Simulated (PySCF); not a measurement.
SiH2Me(NMe2), C3H11NSi.
Bonds: Si1–C4, Si1–N8, N8–C9, N8–C10. Hydrogens: H2, H3 on Si1; H5, H6, H7 on C4; H11, H12, H13 on C9; H14, H15, H16 on C10.

Method: PBE0-D3(BJ)/def2-SVP geometry optimisation, gas phase in PySCF 2.14.0; density fitting, grid level 1; the optimiser is geomeTRIC in internal coordinates, started from a GFN2-xTB structure with every atom displaced at random (about 0.03 Å).

Step 0: E = -12642.7318 eV
```
atom  x, y, z in Å  |  force x, y, z in eV/Å
Si1     0.8988    0.6752    0.6009   -2.302   3.322   0.399
H2      0.7846    0.7429    2.0477    0.218   0.005   0.848
H3      2.1434    0.7487    0.0310    2.856   0.016  -0.876
C4      0.0029    2.2868   -0.0787   -3.775  -3.924   0.556
H5      0.3679    3.1835    0.2207    1.733   3.246   1.159
H6     -1.1363    2.3155    0.2796    2.138  -0.251  -0.497
H7     -0.0995    2.2851   -1.1545    0.233  -0.080  -0.807
N8      0.2346   -0.7632    0.1190   -3.329  -2.097   2.498
C9      0.4008   -1.3228   -1.1169   -0.585  -0.511  -3.871
C10    -0.9931   -1.3299    0.7989    0.896   2.710  -1.191
H11     0.4649   -2.4363   -1.0772    0.010   0.254  -0.089
H12     1.3451   -0.9418   -1.5743   -0.422  -0.276  -0.083
H13    -0.5022   -1.0778   -1.8917    1.738  -0.454   1.354
H14    -1.1295   -0.9106    1.7947    0.084   0.129   0.317
H15    -1.9138   -1.1190    0.2105    0.230   0.090   0.048
H16    -0.9030   -2.3704    0.8568    0.278  -2.178   0.234
```

Step 1: E = -12643.7665 eV
```
atom  x, y, z in Å  |  force x, y, z in eV/Å
Si1     0.8511    0.7272    0.6019    0.006   0.748  -0.141
H2      0.7769    0.8009    2.0957    0.162  -0.069  -0.007
H3      2.2377    0.7687    0.0388    0.071  -0.073   0.180
C4     -0.0440    2.2596   -0.0634   -0.448  -0.219   0.000
H5      0.3897    3.2181    0.2593    0.186  -0.044  -0.044
H6     -1.0902    2.2612    0.2906    0.032  -0.039   0.075
H7     -0.1131    2.2385   -1.1640    0.196   0.063   0.018
N8      0.1647   -0.7802    0.1292   -0.417  -0.340   0.435
C9      0.3902   -1.3354   -1.1639   -0.079  -0.182  -0.820
C10    -1.0104   -1.3135    0.8020    0.518   0.332  -0.522
H11     0.4660   -2.4405   -1.1494    0.057   0.011   0.189
H12     1.3196   -0.9592   -1.6233    0.020   0.029   0.168
H13    -0.4205   -1.1146   -1.8998    0.032   0.053   0.171
H14    -1.1148   -0.8658    1.7999   -0.030  -0.080   0.061
H15    -1.9241   -1.0917    0.2185   -0.174  -0.100   0.107
H16    -0.9131   -2.4074    0.8942   -0.132  -0.090   0.131
```

Step 2: E = -12643.8133 eV
```
atom  x, y, z in Å  |  force x, y, z in eV/Å
Si1     0.8404    0.7453    0.5896    0.058   0.091  -0.018
H2      0.7981    0.7959    2.0860    0.079  -0.011  -0.013
H3      2.2452    0.7627    0.0603   -0.047  -0.007   0.097
C4     -0.0594    2.2593   -0.0680   -0.100   0.060  -0.066
H5      0.4109    3.2038    0.2566    0.021  -0.090  -0.036
H6     -1.1003    2.2665    0.2912   -0.031   0.007   0.034
H7     -0.0972    2.2474   -1.1701    0.061   0.034   0.035
N8      0.1495   -0.7766    0.1206   -0.164  -0.040   0.128
C9      0.3865   -1.3314   -1.1800    0.090  -0.134  -0.163
C10    -1.0105   -1.3142    0.7908    0.196   0.071  -0.093
H11     0.4829   -2.4337   -1.1352    0.019   0.011   0.029
H12     1.3208   -0.9403   -1.6115    0.028   0.006   0.031
H13    -0.4207   -1.1163   -1.9075   -0.098   0.038  -0.035
H14    -1.1063   -0.8746    1.7945   -0.035  -0.033   0.041
H15    -1.9536   -1.1169    0.2425   -0.045  -0.006   0.002
H16    -0.9207   -2.4109    0.9064   -0.031   0.002   0.028
```

Task: Estimate the geometry and energy of step 3. (The exact step hangs on the optimiser's Hessian estimate; all steps are aligned on step 2, rigid shifts and turns removed.)

Result: E = -12643.8189 eV, largest force 0.066 eV/Å
```
atom  x, y, z in Å  |  force x, y, z in eV/Å
Si1     0.8326    0.7520    0.5875    0.006  -0.059  -0.028
H2      0.8096    0.7938    2.0840    0.016   0.009  -0.006
H3      2.2424    0.7643    0.0790   -0.025   0.019   0.022
C4     -0.0668    2.2675   -0.0714   -0.004   0.016  -0.004
H5      0.4230    3.1995    0.2571   -0.010  -0.033   0.001
H6     -1.1089    2.2853    0.2865    0.015   0.014  -0.007
H7     -0.0862    2.2643   -1.1729    0.002   0.003   0.005
N8      0.1436   -0.7757    0.1162    0.007   0.047  -0.012
C9      0.3845   -1.3370   -1.1870   -0.001   0.008  -0.009
C10    -1.0066   -1.3168    0.7888   -0.018  -0.035   0.028
H11     0.4911   -2.4372   -1.1301   -0.005   0.005  -0.003
H12     1.3193   -0.9404   -1.6131   -0.005   0.002  -0.003
H13    -0.4307   -1.1264   -1.9128    0.030  -0.013   0.028
H14    -1.1055   -0.8867    1.7976    0.000   0.000  -0.003
H15    -1.9582   -1.1263    0.2497   -0.006   0.004  -0.002
H16    -0.9177   -2.4141    0.9075   -0.003   0.011  -0.005
```

The energy changes by -0.0056 eV. The first-order estimate −F·Δx gives -0.0111 eV and the mean of the old and new forces, exact on a quadratic surface, -0.0057 eV. The step makes an angle of 64° with the force vector and moves no atom by more than 0.021 Å.

The cost below is that of the whole optimisation. Time: 60 s of wall time; peak memory 0.53 GiB. Hardware: an Arm Neoverse N1 with one thread, on a shared host.
